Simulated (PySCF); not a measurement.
NICS in isomers of C9H10NP.

Probes without a nucleus sit at each ring's centroid and 1 Å off its mean plane on both sides; NICS is minus the shielding there, NICSzz its component along the normal. Level: GIAO PBE0/pcSseg-1 (PySCF, non-relativistic, gas phase) on the GFN2-xTB geometries, one conformer each. Atom numbers follow the mapped SMILES.

Question: Order these rings by mean NICS(1)zz, lowest (most negative) first (ppm).
A. ring C3–C4–C5–C6–P7–C8 in `[CH:1]#[C:2][c:3]1[cH:4][cH:5][cH:6][p:7][c:8]1[N:9]([CH3:10])[CH3:11]`
B. ring C3–C4–P5–C6–N7 in `[CH:1]#[C:2][c:3]1[cH:4][p:5][cH:6][n:7]1[CH:8]1[CH2:9][CH2:10][CH2:11]1`
C. ring N4–C5–P6–C7–C10 in `[CH:1]#[C:2][CH2:3][n:4]1[cH:5][p:6][c:7]([CH:8]=[CH2:9])[c:10]1[CH3:11]`

Answer: B (-26.8), C (-24.8), A (-22.0).

```
           SMILES                                                     ring  NICS(0)  NICS(1)  NICS(1)zz  HOMA  rms pucker (Å)  ring atoms with four or more neighbours
 C#Cc1cpcn1C1CCC1  5-membered ring with N and P; formal bonds all aromatic    -12.8    -11.2      -26.8  0.89            0.00                                        0
C#CCn1cpc(C=C)c1C  5-membered ring with N and P; formal bonds all aromatic    -12.0    -10.5      -24.8  0.81            0.01                                        0
 C#Cc1cccpc1N(C)C        6-membered ring with P; formal bonds all aromatic     -7.5     -9.6      -22.0  0.86            0.02                                        0
```

NICS(0) gives the same order. The isotropic NICS(1) gives the same order. HOMA uses Krygowski's 1993 parameters. NICS(1) and NICS(1)zz are means over the two faces.
